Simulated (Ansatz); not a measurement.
Gas-phase electronic energies from Ansatz, PBE0-D4/def2-TZVP geometries. CCSD(T)/CBS adds triple-zeta CCSD(T) − MP2 to the extrapolated MP2 energy (def2 sets, frozen cores). Functionals use def2-TZVPP. One conformer a species, not always the lowest.

Consider the formal exchange of groups at the Si–Si bond: `CB[SiH2][SiH2][AlH2]` + `CSCN` → `CB[SiH2]SC` + `NC[SiH2][AlH2]`.

(1) Is it downhill or uphill in electronic energy at CCSD(T)/CBS, and by how much? (Estimate.)

(2) What do these levels give: r2SCAN-D4, ωB97X-V, B2PLYP, PBE, HF/def2-TZVPP, SCS-MP2/def2-TZVPP, CCSD/def2-TZVPP, HF/def2-QZVPP, MP2/def2-QZVPP, HF/CBS(def2), MP2/CBS(def2), CCSD/CBS(def2)? (An estimate is asked.)

Largest T1 diagnostic among the species: 0.014.

## Answers

(1) The calculation gave: Downhill: ΔE = -44.5 kJ/mol.

(2) Ansatz gave: r2SCAN-D4 -34.9, ωB97X-V -44.5, B2PLYP -51.2, PBE -31.8, HF/def2-TZVPP -74.9, SCS-MP2/def2-TZVPP -53.9, CCSD/def2-TZVPP -49.4, HF/def2-QZVPP -75.4, MP2/def2-QZVPP -49.4, HF/CBS(def2) -75.4, MP2/CBS(def2) -49.7, CCSD/CBS(def2) -50.5 kJ/mol.

The D4 term adds +9.3 kJ/mol with B3LYP and +5.1 kJ/mol with PBE0; it sums over pairs of atoms, weighted by their polarisabilities, and B3LYP, whose exchange is more repulsive, gets the larger term. In def2-TZVPP, CCSD(T) changes the Hartree–Fock value by +31.4 kJ/mol (the triples alone add +6.0 kJ/mol) and MP2 by +26.3 kJ/mol.

B3LYP here is the variant with VWN-RPA as its local correlation; programs differ in this.
